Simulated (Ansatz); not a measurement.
Molecule: VO, charge 0, multiplicity 4. The spin state was set by rule; other spins were not relaxed. SMILES: [O]=[V]
Geometry: optimised at B3LYP-D3(BJ)/def2-TZVP (Ansatz, a first-principles code).

Quantity: atomisation energy (electronic, to ground-state atoms), in kcal/mol. Correlated levels leave the core frozen unless marked. Open shells are spin-unrestricted. Spin-orbit coupling is left out. Frozen are the shells of the preceding noble gas and the d and f shells that filled before the atom's block. Non-relativistic. The coupled-cluster limit lacks core correlation, which all-electron functionals hold. Basis-set limits of correlation are two-point, X^-3; Hartree-Fock from the larger set. The program attaches cautions to a run behind CCSD(T)/CBS(def2-TZVPPD,def2-QZVPPD): large difference.

```
level                         program  atomisation energy (kcal/mol)
---------------------  --------------  -----------------------------
PBE/def2-TZVPD                 Ansatz                          182.6
PBE-D3(BJ)/def2-TZVPD  Ansatz + dftd3                          183.1
r2SCANh-D4/def2-TZVPD  Ansatz + dftd4                          156.0
PBE-QIDH/def2-TZVPD            Ansatz                          141.5
```

**Question.** Estimate the value at CCSD(T)/CBS(def2-TZVPPD,def2-QZVPPD) as computed with Ansatz.

**Answer.** 141.2 kcal/mol
